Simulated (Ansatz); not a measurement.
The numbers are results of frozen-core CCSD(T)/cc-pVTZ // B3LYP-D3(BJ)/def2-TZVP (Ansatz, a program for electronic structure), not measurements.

Ansatz 0.2 input:
```yaml
crystal:
  periodic: [false, false, false]
  atoms:
    - { symbol: B, position_ang: [2.075734, -0.009691, 0.009323] }
    - { symbol: C, position_ang: [0.564681, 0.167489, -0.328655] }
    - { symbol: N, position_ang: [-0.277414, -0.267663, 0.512251] }
    - { symbol: C, position_ang: [-1.690982, -0.120428, 0.237115] }
    - { symbol: H, position_ang: [2.661894, 0.839192, 0.605803] }
    - { symbol: H, position_ang: [2.657562, -0.992397, -0.330695] }
    - { symbol: H, position_ang: [0.234915, 0.65573, -1.26657] }
    - { symbol: H, position_ang: [-1.889627, 0.377933, -0.722734] }
    - { symbol: H, position_ang: [-2.156704, 0.453138, 1.041599] }
    - { symbol: H, position_ang: [-2.161754, -1.106025, 0.233341] }
basis:
  gaussian: { orbitals: cc-pVTZ }
correlation:
  method: ccsd_t
```

Output:

```
Functional definition: HF
1160 factors; integrals over basis functions are off by at most 1.1e-3 eV
mean field evaluation 1: about -4306.5645 eV, gradient 3.0e1 eV
mean field evaluation 2: about -4306.5663 eV, gradient 3.0e1 eV
mean field evaluation 4: about -4309.1900 eV, gradient 5.2e0 eV
mean field evaluation 8: about -4309.2697 eV, gradient 6.8e-4 eV
mean field evaluation 16: about -4309.2687 eV, gradient 2.7e-1 eV
mean field -4309.26967891 eV, -158.3627397720 hartree, gradient 2.4e-6 eV, S^2 0.000000; 0 other end points of the search recorded, 0 dependent functions left out
4 core orbitals not correlated
reference -4309.26967891 eV, -158.3627397720 hartree; 11, 11 occupied and 189, 189 virtual orbitals, 1160 factors
second order -17.26651584 eV of doubles, -0.00000000 eV of singles
cycle   1  -17.71152136 eV  change   -4.5e-1 eV  update   9.3e-2
cycle   2  -18.20702845 eV  change   -5.0e-1 eV  update   2.9e-2
cycle   3  -18.30985992 eV  change   -1.0e-1 eV  update   1.4e-2
cycle   4  -18.30324957 eV  change    6.6e-3 eV  update   3.6e-3
cycle   5  -18.30394628 eV  change   -7.0e-4 eV  update   2.0e-3
cycle   6  -18.30438009 eV  change   -4.3e-4 eV  update   7.0e-4
cycle   7  -18.30416680 eV  change    2.1e-4 eV  update   4.0e-4
cycle   8  -18.30419381 eV  change   -2.7e-5 eV  update   1.9e-4
cycle   9  -18.30422202 eV  change   -2.8e-5 eV  update   7.0e-5
cycle  10  -18.30419379 eV  change    2.8e-5 eV  update   2.4e-5
cycle  11  -18.30420445 eV  change   -1.1e-5 eV  update   1.1e-5
perturbative correction -0.77255214 eV, -0.0283907676 hartree
Total energy: -4328.34643550 eV, -159.0637976462 hartree
```

Cost: around 50 core-seconds (rough).
